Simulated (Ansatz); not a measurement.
`C[Si](C)(C)C#Cc1ccc(-c2ccc(-c3ccc(-c4ccc(-c5ccc(-c6ccc(C#C[Si](C)(C)C)nc6)nc5)nc4)nc3)nc2)nc1` with charge -1. The state is a doublet with charge -1. Geometry r2SCAN-D4/def2-SVP, that of the neutral singlet; atoms count from 1.

```xyz
84

C    -0.372   -6.123  -15.925
Si    1.121   -6.582  -14.880
C     2.713   -6.171  -15.789
C     1.071   -8.402  -14.420
C     1.069   -5.585  -13.326
C     1.029   -4.913  -12.298
C     0.986   -4.138  -11.111
C     1.428   -2.799  -11.074
C     1.361   -2.091   -9.881
C     0.850   -2.719   -8.727
C     0.749   -2.026   -7.428
C     1.011   -0.656   -7.256
C     0.898   -0.083   -5.995
C     0.517   -0.885   -4.902
C     0.376   -0.344   -3.535
C     0.462    1.024   -3.228
C     0.330    1.449   -1.912
C     0.116    0.494   -0.897
C    -0.019    0.865    0.526
C    -0.374   -0.102    1.484
C    -0.494    0.261    2.819
C    -0.257    1.598    3.197
C    -0.366    2.068    4.593
C    -0.025    3.392    4.924
C    -0.127    3.823    6.239
C    -0.575    2.925    7.230
C    -0.704    3.311    8.651
C    -0.415    4.601    9.131
C    -0.563    4.879   10.484
C    -1.004    3.853   11.347
C    -1.163    4.117   12.742
C    -1.292    4.383   13.934
Si   -1.508    4.739   15.732
C    -3.065    5.769   15.945
C    -0.004    5.693   16.334
C    -1.665    3.106   16.646
N    -1.285    2.611   10.902
C    -1.138    2.364    9.606
N    -0.908    1.660    6.915
C    -0.808    1.255    5.656
N     0.096    2.522    2.283
C     0.209    2.168    1.010
N     0.017   -0.817   -1.188
C     0.139   -1.214   -2.448
N     0.268   -2.199   -5.062
C     0.378   -2.740   -6.267
N     0.432   -4.000   -8.761
C     0.497   -4.678   -9.896
H    -0.377   -6.697  -16.867
H    -1.312   -6.338  -15.392
H    -0.366   -5.052  -16.180
H     2.783   -6.744  -16.729
H     2.762   -5.100  -16.042
H     3.596   -6.414  -15.177
H     1.100   -9.032  -15.325
H     1.930   -8.678  -13.788
H     0.152   -8.649  -13.866
H     1.821   -2.333  -11.981
H     1.714   -1.059   -9.851
H     1.299   -0.026   -8.101
H     1.113    0.980   -5.867
H     0.618    1.770   -4.012
H     0.381    2.514   -1.681
H    -0.547   -1.128    1.150
H    -0.764   -0.494    3.561
H     0.318    4.056    4.127
H     0.144    4.851    6.490
H    -0.076    5.393    8.460
H    -0.347    5.871   10.886
H    -3.233    6.005   17.009
H    -2.992    6.721   15.394
H    -3.951    5.231   15.572
H     0.920    5.111   16.192
H    -0.097    5.927   17.408
H     0.109    6.644   15.789
H    -0.765    2.486   16.508
H    -2.529    2.529   16.279
H    -1.800    3.275   17.727
H    -1.372    1.351    9.260
H    -1.104    0.213    5.477
H     0.514    2.971    0.328
H     0.054   -2.288   -2.649
H     0.167   -3.811   -6.358
H     0.146   -5.718   -9.875
```

Single mean-field runs in def2-SVP are fitted with def2-universal-jkfit.

**Question.** Estimate the Mulliken populations of the heavy atoms from the PBE0/def2-SVP orbitals of Ansatz.

**Answer.** 
```
atom  charge (e)  spin (α − β)
  C1       -0.31          0.00
 Si2        0.52          0.00
  C3       -0.31          0.00
  C4       -0.31          0.00
  C5       -0.43          0.07
  C6        0.16         -0.03
  C7       -0.15          0.09
  C8        0.06          0.00
  C9       -0.06          0.02
 C10        0.04          0.05
 C11       -0.04          0.06
 C12        0.00          0.04
 C13       -0.06         -0.01
 C14        0.03          0.08
 C15       -0.04          0.04
 C16        0.00          0.05
 C17       -0.05         -0.02
 C18        0.03          0.09
 C19       -0.04          0.03
 C20        0.03          0.05
 C21       -0.05         -0.02
 C22        0.03          0.09
 C23       -0.03          0.02
 C24        0.03          0.05
 C25       -0.05         -0.02
 C26        0.03          0.08
 C27       -0.03          0.00
 C28       -0.01          0.05
 C29        0.02         -0.03
 C30       -0.08          0.07
 C31        0.22         -0.03
 C32       -0.44          0.05
Si33        0.52          0.00
 C34       -0.31          0.00
 C35       -0.31          0.00
 C36       -0.32          0.00
 N37       -0.16         -0.01
 C38        0.06          0.03
 N39       -0.18         -0.01
 C40        0.03          0.02
 N41       -0.18          0.00
 C42        0.03          0.02
 N43       -0.18          0.01
 C44        0.07          0.01
 N45       -0.17          0.01
 C46        0.07          0.00
 N47       -0.17          0.03
 C48        0.09         -0.02
```
Mulliken values depend strongly on the basis.

**Question.** Where does the spin sit?

**Answer.** Summed by element: C 0.99, Si 0.00, N 0.02, H -0.02, of 1 unpaired in all. Largest on single atoms: C18 0.09, C22 0.09, C7 0.09.

**Question.** And the Mayer bond orders between heavy atoms (over 0.3, the first 40 of 53)?

**Answer.** C1–Si2 1.01 (1.88 Å); Si2–C3 1.02 (1.88 Å); Si2–C4 1.02 (1.88 Å); Si2–C5 0.88 (1.85 Å); C5–C6 2.70 (1.23 Å); C6–C7 1.00 (1.42 Å); C7–C8 1.32 (1.41 Å); C7–C48 1.28 (1.42 Å); C8–C9 1.47 (1.39 Å); C9–C10 1.31 (1.41 Å); C10–C11 1.08 (1.48 Å); C10–N47 1.45 (1.35 Å); C11–C12 1.32 (1.41 Å); C11–C46 1.29 (1.41 Å); C12–C13 1.49 (1.39 Å); C13–C14 1.30 (1.41 Å); C14–C15 1.08 (1.48 Å); C14–N45 1.45 (1.35 Å); C15–C16 1.32 (1.41 Å); C15–C44 1.29 (1.41 Å); C16–C17 1.48 (1.39 Å); C17–C18 1.31 (1.41 Å); C18–C19 1.07 (1.48 Å); C18–N43 1.46 (1.35 Å); C19–C20 1.33 (1.41 Å); C19–C42 1.30 (1.41 Å); C20–C21 1.45 (1.39 Å); C21–C22 1.31 (1.41 Å); C22–C23 1.06 (1.48 Å); C22–N41 1.46 (1.35 Å); C23–C24 1.34 (1.41 Å); C23–C40 1.30 (1.41 Å); C24–C25 1.44 (1.39 Å); C25–C26 1.31 (1.41 Å); C26–C27 1.06 (1.48 Å); C26–N39 1.47 (1.35 Å); C27–C28 1.36 (1.41 Å); C27–C38 1.31 (1.41 Å); C28–C29 1.44 (1.39 Å); C29–C30 1.34 (1.41 Å).
